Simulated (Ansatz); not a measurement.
Isolated molecules relaxed with PBE0-D4/def2-TZVP in Ansatz; ΔE leaves out vibrations. CCSD(T)/CBS is the MP2 limit (def2-TZVPP, def2-QZVPP) plus CCSD(T) − MP2 in def2-TZVPP, frozen cores. This one scheme is used for every species. For Br outer-core shells are correlated without core-valence functions, which leaves a few kJ/mol of doubt a bond. Scalar relativity is left out up to krypton. One conformer a species, not always the lowest.

Reaction (formal hydrolysis of the Al–S bond): `[SiH3][O][Al]([SH])[Br]` + H₂O → `[OH][Al]([Br])[O][SiH3]` + H₂S

```csv
species,CCSD(T)/CBS(def2) energy (Eh)
`[SiH3][O][Al]([SH])[Br]`,-3579.98699
H₂O,-76.37941
`[OH][Al]([Br])[O][SiH3]`,-3257.40041
H₂S,-398.97279
```

Task: Work out ΔE.

Result: ΔE = (-3257.40041) + (-398.97279) − (-3579.98699) − (-76.37941) = -0.00680 Eh = -4.3 kcal/mol.

Largest T1 diagnostic among the species: 0.010.

At CCSD(T), def2-SVP lies −2.4 kcal/mol from the extrapolated value and def2-TZVPP −1.1 kcal/mol. In def2-TZVPP, CCSD(T) changes the Hartree–Fock value by +1.7 kcal/mol (the triples alone add +0.5 kcal/mol) and MP2 by +2.2 kcal/mol.
